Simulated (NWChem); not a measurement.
Species: iodoethane (C$_{2}$H$_{5}$I); SMILES ICC

Computed with NWChem. Medium grid unless said otherwise, to which SCAN and Minnesota functionals are sensitive. Geometry: optimised at PBE0/def2-SVP. def2 effective core potentials on I; no spin-orbit coupling. Level r2SCAN/def2-SVP: energy and gradient; each run changes one setting, and changes count from the defaults (medium grid, exact Coulomb integrals, symmetry on).

Q: Which setting moves the energy most, and by about how much (symmetry off; extra-fine grid; Becke weights; defaults; coarse grid)?

A: coarse grid, by about 600 μHa.
| setting | size of the energy change (μHa) | largest change of a gradient component (μHa/bohr) | time, defaults = 1 (rough) |
|---|---|---|---|
| defaults | < 10 | < 30 | about 1 |
| Becke weights | < 10 | 80 | about 1 |
| coarse grid | 600 | 300 | about 1 |
| symmetry off | < 10 | other frame | about 1 |
| extra-fine grid | 200 | 60 | 2 |
